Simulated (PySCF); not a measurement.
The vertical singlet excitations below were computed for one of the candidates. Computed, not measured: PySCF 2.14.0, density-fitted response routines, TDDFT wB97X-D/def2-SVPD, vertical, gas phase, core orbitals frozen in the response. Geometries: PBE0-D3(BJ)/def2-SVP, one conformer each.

```
state  E (eV)  λ (nm)       f
   S1    7.69   161.2  0.0000
   S2    8.02   154.6  0.0080
   S3    8.02   154.5  0.0006
   S4    9.13   135.7   0.041
   S5    9.24   134.2  0.0081
   S6    9.24   134.1  0.0039
```

Question: Which candidate is it?
A. `C/N=C/c1cccs1`
B. `C1C[C@H]2CNC[C@@H]12`
C. `CCC(C#N)CC`

Answer: C. Its S1, at 7.69 eV, is the highest among the candidates; the nearest of the others has S1 at 6.34 eV. S1 is HOMO→LUMO+1 (21%), HOMO-1→LUMO (18%), HOMO→LUMO+4 (18%). Löwdin shares by element: HOMO (one of a set within 0.03 eV) carbon 38% or more, nitrogen 37%, hydrogen 6% or more (atoms not listed hold the other 19%); LUMO carbon 29% or more, hydrogen 10% or more (atoms not listed hold the other 61%). At the same level the other candidates give, for their lowest levels:
- `C/N=C/c1cccs1`: 4.62 eV (f 0.001); 4.75 eV (f 0.317); 5.31 eV (f 0.124); 6.41 eV (f 0.001); 6.75 eV (f 0.001); T1 3.08 eV; HOMO -8.39, LUMO 0.20 eV
- `C1C[C@H]2CNC[C@@H]12`: 6.34 eV (f 0.008); 7.42 eV (f 0.075); 7.45 eV (f 0.004); 7.67 eV (f 0.000); 8.09 eV (f 0.018); T1 6.17 eV; HOMO -8.31, LUMO 2.42 eV

The values belong to the conformer `[CH3:1][CH2:2][CH:3]([C:4]#[N:5])[CH2:6][CH3:7]`: C1–C2–C3–C4 -59°, C2–C3–C6–C7 -176°.
Triplets come from the Tamm–Dancoff approximation.
